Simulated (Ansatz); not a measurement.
`CS[SiH](C)S` → CH₃SH + `C[Si]S` at 298.15 K and 1 bar (silylene formation by 1,1-elimination).

Computed with Ansatz on PBE0-D4/def2-TZVP structures; ΔE is electronic, products minus reactants. CCSD(T)/CBS is the MP2 limit (def2-TZVPP, def2-QZVPP) plus CCSD(T) − MP2 in def2-TZVPP, frozen cores. This one scheme is used for every species. Each species was taken in one conformer, which may not be the lowest.

| species | CCSD(T)/CBS energy (Eh) | H − E (kJ/mol) | S (J/(mol·K)) |
| --- | --- | --- | --- |
| `CS[SiH](C)S` | -1165.62487 | 275.7 | 388.3 |
| CH₃SH | -438.22835 | 133.0 | 253.2 |
| `C[Si]S` | -727.30578 | 136.5 | 304.5 |

H − E and S are ideal-gas, rigid-rotor, harmonic terms from PBE0-D4/def2-TZVP, for one conformer and one mirror image of each species. 1 Eh = 2625.50 kJ/mol, R = 8.31446 J/(mol·K).

Q: By hand: ΔE, ΔH, ΔS and ΔG.

A: ΔE = (-438.22835) + (-727.30578) − (-1165.62487) = 0.09074 Eh = 238.2 kJ/mol. Δ(H − E) = 133.0 + 136.5 − 275.7 = -6.2, so ΔH = 232.0 kJ/mol. ΔS = 253.2 + 304.5 − 388.3 = 169.4 J/(mol·K). ΔG = 232.0 − 298.15 × (169.4)/1000 = 181.5 kJ/mol.

Q: By hand: the equilibrium constant, and the temperature at which ΔG would vanish if ΔH and ΔS stayed fixed.

A: log₁₀ K = −ΔG/(RT ln 10) = -31.8. ΔG = 0 at ΔH/ΔS = 1370 K.

The number of gas molecules changes by +1, which sets the sign of ΔS. A doubt of 5 kJ/mol in ΔE shifts log₁₀ K by 0.9 here. Other conformers and mirror images would add mixing entropy, several J/(mol·K) or more a flexible species. These are equilibria of isolated gas molecules and say nothing of rates. Largest T1 diagnostic: 0.014 (customary marks: 0.02 for closed shells, 0.045 for open ones).
